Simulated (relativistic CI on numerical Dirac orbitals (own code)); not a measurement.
# Hyperfine structure of Ba XXXVIII, mass number 135

Computed by Dirac-Coulomb-Breit CI, separate exchange-only KLI orbitals for each configuration, a model potential for QED, unscaled Slater integrals (own radial code, finite nucleus).

Configurations in the expansion (outside the closed core [Ne]): 3s²3p⁶3d, 3s²3p⁵3d², 3s3p⁶3d², 3s²3p⁶4s, 3s²3p⁶4p, 3s²3p⁶4d, 3s²3p⁵3d4s, 3s²3p⁶4f, 3s²3p⁵3d4p, 3p⁶3d³, 3p⁵3d⁴, 3p⁵3d³4s. Double excitations out of closed p, d and f shells are left out; levels of such configurations are missing from the list, as are those of other unlisted configurations, and high levels can miss mixing partners. These lack a partner that the ground configuration has and come out too high: 3s²3p⁵3d4p.

Nuclear spin I = 3/2, μ = 0.8381 μN, Q = 0.153 b (tables of Stone and Pyykkö). The electronic factors are computed for point nuclear moments, without core polarisation or the Bohr-Weisskopf and QED corrections.

```tsv
Level	E (cm⁻¹)	A (MHz)	B (MHz)
3s²3p⁶3d ²D3/2	0	21800	3810
3s²3p⁶3d ²D5/2	162978	9003	4980
3s²3p⁵3d² ⁴D°1/2	1388217	5799	
3s²3p⁵3d² ⁴D°3/2	1396748	24380	10700
3s²3p⁵3d² ⁴G°9/2	1566768	21960	-20000
3s²3p⁵3d² ⁴G°11/2	1617526	20330	-16700
```

Levels with J = 0, under 50 % of one LS term, or S terms without an open s electron are left out. Small factors come from cancelling terms and can be off by tens of per cent or more.

At this charge energies of transitions that change n are usually good to better than 1 %, and those within a shell (Δn = 0) to a few per cent.

Give the hyperfine levels of 3s²3p⁶3d ²D3/2 relative to its centre of gravity.

With K = F(F + 1) − I(I + 1) − J(J + 1), E = AK/2 + B[¾K(K + 1) − I(I + 1)J(J + 1)]/[2I(2I − 1)J(2J − 1)]: F = 0: -77000, F = 1: -59010, F = 2: -19210, F = 3: 50010 MHz.

LS names give the leading component of a level, which can be under half, so a name can repeat, a term be missing and a line seem to break the LS rules.
